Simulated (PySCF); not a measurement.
Atom-mapped SMILES (the numbers label the heavy atoms): `[CH3:1]/[CH:2]=[C:3](\[C:4]#[N:5])[O:6][SiH2:7][CH2:8][CH3:9]`; H(Xn) means a hydrogen on atom n.

Level of theory: shieldings: GIAO PBE0/pcSseg-1, structure optimised with GFN2-xTB, in PySCF 2.14.0 with density-fitted response routines (no solvent, rapidly exchanging positions averaged, one computed conformer, non-relativistic Hamiltonian).

Chemical shifts δ = σref − σ; TMS for 13C (σref 186.93), 1H (σref 31.72), 29Si (σref 349.16); NH3 for 15N (σref 267.73); 17O (σref 336.08) against H2O, all at this level.

| atoms | nucleus | count | Hirshfeld charge | δ (ppm) |
| --- | --- | --- | --- | --- |
| C3 | 13C | 1 | 0.08 | ? |
| C1 | 13C | 1 | -0.11 | 17.2 |
| C8 | 13C | 1 | -0.15 | ? |
| H(C2) | 1H | 1 | 0.05 | 5.55 |
| H(Si7) | 1H | 2 | -0.08 | 4.86 |
| C2 | 13C | 1 | -0.04 | 126.6 |
| C4 | 13C | 1 | 0.08 | 119.0 |
| N5 | 15N | 1 | -0.21 | 320.9 |
| C9 | 13C | 1 | -0.12 | ? |
| O6 | 17O | 1 | -0.19 | 100.2 |
| H(C1) | 1H | 3 | 0.05 | ? |
| H(C9) | 1H | 3 | 0.04 | 0.98 |
| Si7 | 29Si | 1 | 0.41 | -20.5 |
| H(C8) | 1H | 2 | 0.05 | 1.22 |

Problem. Complete the table.

Solution. 
- C3: 135.5 ppm, alkene carbon bearing oxygen; an sp2 carbon further deshielded by the attached heteroatom
- C8: 8.7 ppm, sp3 CH2 bonded to Si; an electropositive neighbour leaves it electron-rich and shielded
- C9: 6.4 ppm, methyl carbon; aliphatic region, no heteroatom directly attached
- H(C1): 2.13 ppm, hydrogen on an allylic methyl carbon; allylic position

Shifts are as computed. Against solution values, carbons near 30 ppm lie about +3 ppm off and those near 130 ppm about +5 ppm. Of 1309 compounds with measured shifts, 239 miss one by over three times the rms of a fit or turn the order of signals round; such compounds aren't used in these exercises. Experimental scales use liquid or dissolved standards, which lie at an offset from isolated NH3 (liquid NH3: subtract about 20 ppm) and H2O (liquid H2O: subtract about 36 ppm). Unscaled 15N shifts of sp2 nitrogen come out 20 to 40 ppm too high even then.
